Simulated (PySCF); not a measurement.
Be(Br)(iPr) (C3H7BeBr), SMILES [Br][Be][CH](C)C.

Geometry optimised at ωB97X-D3(BJ)/def2-SVP. The structure was generated by enumeration; whether it is a known compound was not checked. Other conformers were not sampled.

Calculation: ωB97X/def2-TZVP (PySCF).

Symmetry labels are those of the subgroup Cs that the program uses (full group Cs).

Question: List the valence orbital energies around the gap with their symmetry. (An estimate is asked for; the answer gives what the named calculation found.)

Answer: 
```csv
orbital,symmetry,energy (eV)
HOMO−7,A",-13.84
HOMO−6,A",-13.29
HOMO−5,A',-12.88
HOMO−4,A",-12.02
HOMO−3,A',-11.94
HOMO−2,A",-11.09
HOMO−1,A',-11.08
HOMO,A',-10.11
LUMO,A',1.44
LUMO+1,A',1.85
LUMO+2,A",1.87
LUMO+3,A',3.84
```
